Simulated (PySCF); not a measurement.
Isomers of C6H3F3. Level of theory: PySCF, PBE0-D3(BJ)/def2-SVP geometry optimisation, gas phase. Energies are electronic, without zero-point or thermal terms, for one conformer each. No frequencies were run at this level. Point groups hold within 0.08 Å.

Problem. Order them by energy at this level, lowest first, and give relative energies in kcal/mol.
A. `Fc1cccc(F)c1F`
B. `C=C=CC#CC(F)(F)F`

Solution. A (0.0), B (70.9).

As drawn, the lower has an aromatic ring, which the higher lacks; the higher has a C≡C bond, cumulated double bonds and two fluorines on one carbon, which the lower lacks.

```json
{"SMILES": "Fc1cccc(F)c1F", "E (Eh)": "-529.01010", "E rel (kcal/mol)": "0.0", "dipole (D)": "2.60", "point group": "C2v", "A, B, C (MHz)": "2326, 1763, 1003"}
{"SMILES": "C=C=CC#CC(F)(F)F", "E (Eh)": "-528.89711", "E rel (kcal/mol)": "70.9", "dipole (D)": "3.62", "point group": "near Cs", "A, B, C (MHz)": "4248, 617.9, 597.8"}
```

Problem. How do the relative energies change in single points at PBE0/pcSseg-1 (no added dispersion term) on the same geometries?

Solution. 
| SMILES | PBE0-D3(BJ)/def2-SVP (kcal/mol) | PBE0/pcSseg-1 (kcal/mol) | shift |
| --- | --- | --- | --- |
| Fc1cccc(F)c1F | 0.0 | 0.0 | 0.0 |
| C=C=CC#CC(F)(F)F | 70.9 | 66.6 | -4.3 |

Each column counts from its own lowest isomer. The order is unchanged; the largest shift is 4.3 kcal/mol.
